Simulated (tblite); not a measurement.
Parent: `[CH3:1][Si@@H:2]([Cl:3])[CH2:4][C:5]#[N:6]` with C1–Si2–C4–C5 59°, C3H6ClNSi.

Structures optimised with GFN2-xTB, isolated species. One conformer each, not checked by frequencies here.

| coordinate of the parent | value |
| --- | --- |
| C1–Si2 | 1.895 Å |
| Si2–Cl3 | 2.027 Å |
| Si2–C4 | 1.925 Å |
| C4–C5 | 1.429 Å |
| C5≡N6 | 1.144 Å |
| C1–Si2–Cl3 | 110.2° |
| C1–Si2–C4 | 109.0° |
| Cl3–Si2–C4 | 106.4° |
| Si2–C4–C5 | 111.1° |
| C4–C5–N6 | 178.7° |

Task: How does the shared frame change in `[CH3:1][CH:2]([CH3:3])[CH2:4][Si@@H:5]([Cl:6])[CH2:7][C:8]#[N:9]` with C1–C2–C4–Si5 62°, C2–C4–Si5–Cl6 52°, C4–Si5–C7–C8 59°, C6H12ClNSi? Atoms pair as C1 = C4, Si2 = Si5, Cl3 = Cl6, C4 = C7, C5 = C8, N6 = N9 (parent first).

Result: 
| parent | relative | value in the relative | change |
| --- | --- | --- | --- |
| C1–Si2 | C4–Si5 | 1.901 Å | +0.006 |
| Si2–Cl3 | Si5–Cl6 | 2.027 Å | 0.000 |
| Si2–C4 | Si5–C7 | 1.924 Å | -0.001 |
| C4–C5 | C7–C8 | 1.428 Å | -0.001 |
| C5≡N6 | C8≡N9 | 1.144 Å | 0.000 |
| C1–Si2–Cl3 | C4–Si5–Cl6 | 110.5° | +0.3 |
| C1–Si2–C4 | C4–Si5–C7 | 108.6° | -0.4 |
| Cl3–Si2–C4 | Cl6–Si5–C7 | 106.4° | 0.0 |
| Si2–C4–C5 | Si5–C7–C8 | 110.8° | -0.3 |
| C4–C5–N6 | C7–C8–N9 | 178.5° | -0.2 |

Of the parent's bonds, C1–Si2 changes most (+0.006 Å). Bonds of the relative outside the shared frame: C1–C2 1.525, C2–C3 1.528, C2–C4 1.534 Å. Point group C1 → C1.

All values are computed, not measured.
